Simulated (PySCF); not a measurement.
Computed Raman spectrum (relative Raman activity) of a molecule C₄H₂BrF. Geometry optimised at PBE-D3(BJ)/def2-SVP. One conformer was computed; it need not be the lowest. Level of theory: PBE-D3(BJ)/def2-SVP (PySCF 2.14.0). Frequencies are harmonic and unscaled.

Lines under 2 % of the strongest are left out, and lines within 2 cm⁻¹ are merged.

ν (cm⁻¹): 1076 (vw), 1642 (m), 2148 (vs), 3123 (w), 3408 (w) (against the strongest line: vs over 80 %, s over 45 %, m over 15 %, w over 4 %, vw less)

Question: Pick the molecule that these values belong to.
A) C#C/C(Br)=C\F
B) C#C/C=C(\F)Br
C) C#C/C(F)=C\Br

Answer: B, C#C/C=C(\F)Br
